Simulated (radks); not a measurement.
Problem. The table gives one normalised radial function P(r) = r R(r) of Ti+ in [Ne] 3s2 3p5 3d2 4s1 4f1 (r in bohr). Method: non-relativistic Kohn-Sham, PBEsol, spin-polarised, spherical densities, point nucleus; open shells are filled with parallel spins first; computed with a radial shooting solver on a logarithmic mesh with Libxc functionals.

r,P
0.01169,0.0740
0.0135,0.0818
0.01571,0.0903
0.01829,0.0987
0.02113,0.1063
0.02459,0.1133
0.0284,0.1184
0.03307,0.1213
0.03819,0.1210
0.04446,0.1163
0.05134,0.1066
0.05977,0.0898
0.06903,0.0670
0.08036,0.0352
0.09281,-0.0019
0.108,-0.0471
0.1258,-0.0957
0.1453,-0.1408
0.1691,-0.1818
0.1953,-0.2078
0.2274,-0.2146
0.2626,-0.1956
0.3057,-0.1450
0.353,-0.0688
0.411,0.0352
0.4746,0.1439
0.5525,0.2511
0.6433,0.3284
0.7429,0.3540
0.8648,0.3162
0.9988,0.2153
1.163,0.0500
1.343,-0.1413
1.563,-0.3490
1.805,-0.5199
2.102,-0.6443
2.427,-0.6918
2.826,-0.6624
3.263,-0.5700
3.799,-0.4325
4.423,-0.2893
5.108,-0.1753
5.946,-0.0913
6.867,-0.0428
7.995,-0.0162
9.233,-0.0053
10.75,-0.0013
12.41,-0.0003
14.45,0.0000
16.69,0.0000
19.43,0.0000
22.44,0.0000
26.12,0.0000

Which n and l does it have? It may be an empty orbital.

Solution. n = 4, l = 0: the number of nodes gives n - l - 1 = 3, the rise at small r (about r^(l+1)) gives l, and the extent must fit the shell. The curve is that of 4s up; the table hardly tells the two spins apart. 4s up: eigenvalue -16.263 eV, 3 radial nodes at r = 0.0922, 0.391, 1.21 bohr, <r> = 2.77 bohr, 90 % of the charge inside 4.03 bohr.
